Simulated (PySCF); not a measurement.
# Checking a proposed structure

A compound C₅H₁₂O₂Si gives the data below (simulated from a calculation) and was assigned the structure `CCO[SiH2]/C=C/OC`.

¹³C{¹H} NMR (computed): δ 169.0 (CH), 103.9 (CH), 63.4 (CH2), 59.7 (CH3), 20.9 (CH3).

¹H NMR (300 MHz, computed): δ 6.92 (d, 1H), 5.02 (d, 2H), 4.81 (m, 1H), 3.86 (q, 2H), 3.81 (s, 3H), 1.25 (t, 3H).

Theory: geometry from GFN2-xTB, σ from GIAO-PBE0/pcSseg-1, in PySCF 2.14 (equivalent nuclei averaged, a single conformation, relativity neglected, no solvent).

Referencing at the same level of theory: ¹H and ¹³C against TMS.

Task: Compare with the shifts computed for the proposed structure, pairing carbons in order of shift.

Result: Atom-mapped SMILES (the numbers label the heavy atoms): `[CH3:1][CH2:2][O:3][SiH2:4]/[CH:5]=[CH:6]/[O:7][CH3:8]`; H(Xn) means a hydrogen on atom n.

```tsv
atom	computed for proposal	given list	difference
C6	166.0	169.0	-3.0
C5	91.3	103.9	-12.6
C2	63.3	63.4	-0.1
C8	54.5	59.7	-5.2
C1	20.7	20.9	-0.2
```

The rms difference is 6.2 ppm and the largest -12.6 ppm at C5 (β carbon of an enol-ether or enamine type C=C). The proposal doesn't fit.

Task: Which isomer fits?

Result: `InChI=1S/C5H12O2Si/c1-3-7-8-5-4-6-2/h4-5H,3,8H2,1-2H3/b5-4-`.

1. Carbon types of the structure: 2 × CH, 1 × CH2, 2 × CH3, leaving 2 H on heteroatoms.
2. δC 169.0: alkene carbon bearing oxygen; an sp2 carbon further deshielded by the attached heteroatom.
3. δC 103.9: β carbon of an enol-ether or enamine type C=C; the O or N lone pair pushes π density onto this β carbon and shields it.
4. δC 63.4: sp3 CH2 bonded to O; pulled downfield by the heteroatom.
5. δH 4.81: hydrogen on a β carbon of an enol-ether or enamine type C=C; lone-pair donation from O or N shields it, upfield of ordinary alkene protons.

Other isomers checked: C/C=C/[SiH](OC)OC (rms 14.2 ppm).

The shifts were computed for this structure.

Shifts are as computed. Against solution values, carbons near 30 ppm lie about +3 ppm off and those near 130 ppm about +5 ppm. Of 1309 compounds with measured shifts, 239 miss one by over three times the rms of a fit or turn the order of signals round; such compounds aren't used in these exercises. No couplings were computed; multiplicities are counted from neighbouring protons, with m where these are inequivalent, close in shift, in a saturated or five-membered ring or joined by F or P, and br s for small geminal =CH2 splittings.
